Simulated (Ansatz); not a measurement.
The cluster Te₃Pt₂. Charge 0, multiplicity 1. Geometry PBE-D4/def2-SVP.

```csv
atom,x (Å),y (Å),z (Å)
Pt1,-0.956,0.181,-0.129
Pt2,1.257,0.071,-1.369
Te3,-3.124,0.734,-1.133
Te4,0.222,-0.440,2.014
Te5,2.601,-0.546,0.616
```

In the def2 sets Pt, Te take a core potential; there is no spin–orbit coupling. The restricted singlet is unstable towards broken spin symmetry in Hartree–Fock (as tested in another run); at PBE-D4/def2-TZVP, r2SCAN-D4/def2-TZVP, PBE0-D4/def2-SVP, PBE0-D4/def2-TZVP and others this wasn't settled. Another isomer (singlet) lies 0.20 eV lower at PBE0-D4/def2-TZVP; other spin states weren't run for this one.

Estimate the orbital energies around the gap (eV) in Ansatz with PBE-D4/def2-TZVP, r2SCAN-D4/def2-TZVP, PBE0-D4/def2-SVP, PBE0-D4/def2-TZVP, r2SCAN0-D4/def2-TZVP.


```json
{"orbital": "HOMO−13", "PBE-D4/def2-TZVP": "-8.84", "r2SCAN-D4/def2-TZVP": "-9.14", "PBE0-D4/def2-SVP": "-10.15", "PBE0-D4/def2-TZVP": "-10.06", "r2SCAN0-D4/def2-TZVP": "-10.29"}
{"orbital": "HOMO−12", "PBE-D4/def2-TZVP": "-8.47", "r2SCAN-D4/def2-TZVP": "-8.75", "PBE0-D4/def2-SVP": "-9.58", "PBE0-D4/def2-TZVP": "-9.50", "r2SCAN0-D4/def2-TZVP": "-9.71"}
{"orbital": "HOMO−11", "PBE-D4/def2-TZVP": "-8.15", "r2SCAN-D4/def2-TZVP": "-8.47", "PBE0-D4/def2-SVP": "-9.55", "PBE0-D4/def2-TZVP": "-9.48", "r2SCAN0-D4/def2-TZVP": "-9.71"}
{"orbital": "HOMO−10", "PBE-D4/def2-TZVP": "-7.65", "r2SCAN-D4/def2-TZVP": "-7.95", "PBE0-D4/def2-SVP": "-8.92", "PBE0-D4/def2-TZVP": "-8.86", "r2SCAN0-D4/def2-TZVP": "-9.11"}
{"orbital": "HOMO−9", "PBE-D4/def2-TZVP": "-7.40", "r2SCAN-D4/def2-TZVP": "-7.72", "PBE0-D4/def2-SVP": "-8.86", "PBE0-D4/def2-TZVP": "-8.79", "r2SCAN0-D4/def2-TZVP": "-9.00"}
{"orbital": "HOMO−8", "PBE-D4/def2-TZVP": "-7.11", "r2SCAN-D4/def2-TZVP": "-7.42", "PBE0-D4/def2-SVP": "-8.44", "PBE0-D4/def2-TZVP": "-8.39", "r2SCAN0-D4/def2-TZVP": "-8.61"}
{"orbital": "HOMO−7", "PBE-D4/def2-TZVP": "-6.88", "r2SCAN-D4/def2-TZVP": "-7.13", "PBE0-D4/def2-SVP": "-8.04", "PBE0-D4/def2-TZVP": "-7.99", "r2SCAN0-D4/def2-TZVP": "-8.19"}
{"orbital": "HOMO−6", "PBE-D4/def2-TZVP": "-6.34", "r2SCAN-D4/def2-TZVP": "-6.63", "PBE0-D4/def2-SVP": "-7.77", "PBE0-D4/def2-TZVP": "-7.71", "r2SCAN0-D4/def2-TZVP": "-7.95"}
{"orbital": "HOMO−5", "PBE-D4/def2-TZVP": "-6.32", "r2SCAN-D4/def2-TZVP": "-6.59", "PBE0-D4/def2-SVP": "-7.40", "PBE0-D4/def2-TZVP": "-7.39", "r2SCAN0-D4/def2-TZVP": "-7.58"}
{"orbital": "HOMO−4", "PBE-D4/def2-TZVP": "-5.99", "r2SCAN-D4/def2-TZVP": "-6.18", "PBE0-D4/def2-SVP": "-6.99", "PBE0-D4/def2-TZVP": "-6.96", "r2SCAN0-D4/def2-TZVP": "-7.16"}
{"orbital": "HOMO−3", "PBE-D4/def2-TZVP": "-5.86", "r2SCAN-D4/def2-TZVP": "-6.06", "PBE0-D4/def2-SVP": "-6.93", "PBE0-D4/def2-TZVP": "-6.90", "r2SCAN0-D4/def2-TZVP": "-7.10"}
{"orbital": "HOMO−2", "PBE-D4/def2-TZVP": "-5.70", "r2SCAN-D4/def2-TZVP": "-5.95", "PBE0-D4/def2-SVP": "-6.81", "PBE0-D4/def2-TZVP": "-6.78", "r2SCAN0-D4/def2-TZVP": "-6.93"}
{"orbital": "HOMO−1", "PBE-D4/def2-TZVP": "-5.59", "r2SCAN-D4/def2-TZVP": "-5.87", "PBE0-D4/def2-SVP": "-6.64", "PBE0-D4/def2-TZVP": "-6.62", "r2SCAN0-D4/def2-TZVP": "-6.77"}
{"orbital": "HOMO", "PBE-D4/def2-TZVP": "-4.97", "r2SCAN-D4/def2-TZVP": "-5.17", "PBE0-D4/def2-SVP": "-5.80", "PBE0-D4/def2-TZVP": "-5.78", "r2SCAN0-D4/def2-TZVP": "-5.91"}
{"orbital": "LUMO", "PBE-D4/def2-TZVP": "-4.81", "r2SCAN-D4/def2-TZVP": "-4.95", "PBE0-D4/def2-SVP": "-4.62", "PBE0-D4/def2-TZVP": "-4.60", "r2SCAN0-D4/def2-TZVP": "-4.70"}
{"orbital": "LUMO+1", "PBE-D4/def2-TZVP": "-4.38", "r2SCAN-D4/def2-TZVP": "-4.42", "PBE0-D4/def2-SVP": "-3.90", "PBE0-D4/def2-TZVP": "-3.87", "r2SCAN0-D4/def2-TZVP": "-3.91"}
{"orbital": "LUMO+2", "PBE-D4/def2-TZVP": "-3.55", "r2SCAN-D4/def2-TZVP": "-3.44", "PBE0-D4/def2-SVP": "-2.77", "PBE0-D4/def2-TZVP": "-2.78", "r2SCAN0-D4/def2-TZVP": "-2.72"}
{"orbital": "LUMO+3", "PBE-D4/def2-TZVP": "-2.99", "r2SCAN-D4/def2-TZVP": "-2.92", "PBE0-D4/def2-SVP": "-2.36", "PBE0-D4/def2-TZVP": "-2.32", "r2SCAN0-D4/def2-TZVP": "-2.30"}
{"orbital": "LUMO+4", "PBE-D4/def2-TZVP": "-1.33", "r2SCAN-D4/def2-TZVP": "-1.08", "PBE0-D4/def2-SVP": "-0.44", "PBE0-D4/def2-TZVP": "-0.58", "r2SCAN0-D4/def2-TZVP": "-0.44"}
{"orbital": "LUMO+5", "PBE-D4/def2-TZVP": "-0.80", "r2SCAN-D4/def2-TZVP": "-0.62", "PBE0-D4/def2-SVP": "-0.02", "PBE0-D4/def2-TZVP": "-0.16", "r2SCAN0-D4/def2-TZVP": "-0.07"}
```
